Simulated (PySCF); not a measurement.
Correlation energy of Ge (germanium, neutral)

[Ar] 3d10 4s2 4p2, high-spin 3P determinant. Calculation: PySCF 2.14, in x2c-TZVPPall (6s5p4d1f, 48 functions); scalar relativity by spin-free X2C-1e. Frozen: [Ne]; 22 electrons correlated.

MP2 pair energies summed by pair of shells (mhartree):

```csv
pair,energy,share (%)
3d-3d,-109.56,33.4
3p-3d,-83.06,25.4
4s-4p,-29.48,9.0
3p-3p,-20.96,6.4
3s-3d,-19.41,5.9
3d-4s,-17.07,5.2
4s-4s,-15.04,4.6
3s-3p,-10.77,3.3
3d-4p,-10.55,3.2
4p-4p,-4.75,1.4
3p-4s,-3.46,1.1
3p-4p,-1.48,0.5
3s-3s,-1.38,0.4
3s-4s,-0.39,0.1
3s-4p,-0.25,0.1
```

Total MP2 correlation energy: -327.64 mhartree.

Same-spin part -106.43 and opposite-spin part -221.21 mhartree; SCS-MP2 scales them by 1/3 and 6/5 to -300.93 mhartree.

This basis was not built for core-valence correlation, so the inner-shell part is incomplete.
